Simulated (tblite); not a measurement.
Isomers of C2H12FPSi4. Method: GFN2-xTB as coded in tblite; computed harmonic values from a numerical Hessian at the method's own geometry, unscaled. The method is semi-empirical: single wavenumbers can be off by several per cent or more. Modes of hydrogen on silicon can be 10 to 20 % off. One conformer each.

Electronic energies: GFN2-xTB at the same geometries; isomer energies are rough at this level and their order can be wrong.

```tsv
SMILES	electronic energy, lowest = 0 (kJ/mol)
F[Si@]1(P([SiH3])[SiH3])CC[SiH2]1	80.6
F[Si@@H]1C[C@@H]([SiH3])[SiH2]P1[SiH3]	0.0
F[Si@@H](/C=C/[SiH3])P([SiH3])[SiH3]	81.3
F[Si@@H]1[C@@H](C[SiH3])[SiH2]P1[SiH3]	43.8
F[Si@@H]1CC[SiH2][SiH2]P1[SiH3]	16.4
```

Question: How do GFN2-xTB zero-point energies change the relative energies?

Answer: 
```
                                SMILES  ZPE (kJ/mol)  of it from modes above 1550 cm⁻¹  electronic (kJ/mol)  with ZPE, lowest = 0 (kJ/mol)  lowest mode (cm⁻¹)  rings
F[Si@@H]1C[C@@H]([SiH3])[SiH2]P1[SiH3]         321.7                             173.8                  0.0                            0.0                  32      1
       F[Si@@H]1CC[SiH2][SiH2]P1[SiH3]         329.5                             177.3                 16.4                           24.2                  41      1
F[Si@@H]1[C@@H](C[SiH3])[SiH2]P1[SiH3]         319.9                             174.5                 43.8                           42.1                  18      1
     F[Si@]1(P([SiH3])[SiH3])CC[SiH2]1         324.9                             178.9                 80.6                           83.8                  20      1
  F[Si@@H](/C=C/[SiH3])P([SiH3])[SiH3]         306.3                             180.4                 81.3                           66.0                  26      0
```

The zero-point energies span 23.2 kJ/mol, from `F[Si@@H](/C=C/[SiH3])P([SiH3])[SiH3]` to `F[Si@@H]1CC[SiH2][SiH2]P1[SiH3]`. The lowest isomer stays, but the order above it changes.

Question: What do entropy and thermal enthalpy add at 298.15 K and 1 bar (rigid rotor, harmonic oscillator, one conformer each)?

Answer: 
```csv
SMILES,point group,symmetry number,S (J/(mol K)),H − H(0) (kJ/mol),ZPE + H − H(0) − TS (kJ/mol)
F[Si@@H]1C[C@@H]([SiH3])[SiH2]P1[SiH3],C1,1,497.6,39.78,213.1
F[Si@@H]1CC[SiH2][SiH2]P1[SiH3],C1,1,495.2,39.63,221.4
F[Si@@H](/C=C/[SiH3])P([SiH3])[SiH3],C1,1,552.4,44.88,186.5
```

Not tabulated: `F[Si@@H]1[C@@H](C[SiH3])[SiH2]P1[SiH3]` (lowest mode only 18 cm⁻¹); `F[Si@]1(P([SiH3])[SiH3])CC[SiH2]1` (lowest mode only 20 cm⁻¹).
